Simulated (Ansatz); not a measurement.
`C[S][AlH][F]` + CH₄ → `[CH3][AlH][S]C` + H–F at 400 K and 1 bar (formal exchange of groups at the Al–F bond).

Calculated with Ansatz (gas phase, PBE0-D4/def2-TZVP geometries, no zero-point term in ΔE). CCSD(T)/CBS is the MP2 limit (def2-TZVPP, def2-QZVPP) plus CCSD(T) − MP2 in def2-TZVPP, frozen cores. This one scheme is used for every species. One conformer a species, not always the lowest.

```csv
species,CCSD(T)/CBS energy (Eh),H − E (kJ/mol),S (J/(mol·K))
`C[S][AlH][F]`,-780.15488,157.0,362.0
CH₄,-40.46206,131.3,197.2
`[CH3][AlH][S]C`,-720.14936,248.9,397.2
H–F,-100.39570,36.5,182.2
```

H − E and S are ideal-gas, rigid-rotor, harmonic terms from PBE0-D4/def2-TZVP, for one conformer and one mirror image of each species. 1 Eh = 2625.50 kJ/mol, R = 8.31446 J/(mol·K).

Task: By hand: ΔE, ΔH, ΔS and ΔG.

Result: ΔE = (-720.14936) + (-100.39570) − (-780.15488) − (-40.46206) = 0.07188 Eh = 188.7 kJ/mol. Δ(H − E) = 248.9 + 36.5 − 157.0 − 131.3 = -2.9, so ΔH = 185.8 kJ/mol. ΔS = 397.2 + 182.2 − 362.0 − 197.2 = 20.2 J/(mol·K). ΔG = 185.8 − 400 × (20.2)/1000 = 177.7 kJ/mol.

Task: By hand: the equilibrium constant, and the temperature at which ΔG would vanish if ΔH and ΔS stayed fixed.

Result: log₁₀ K = −ΔG/(RT ln 10) = -23.2. ΔG = 0 at ΔH/ΔS = 9198 K, far beyond where these terms or the molecules hold.

ΔH outweighs TΔS. A doubt of 5 kJ/mol in ΔE shifts log₁₀ K by 0.7 here. Other conformers and mirror images would add mixing entropy, several J/(mol·K) or more a flexible species. Modes under 60 cm⁻¹, often nearly free rotors, make the harmonic entropy too high. These are equilibria of isolated gas molecules and say nothing of rates. Largest T1 diagnostic: 0.012 (customary marks: 0.02 for closed shells, 0.045 for open ones).
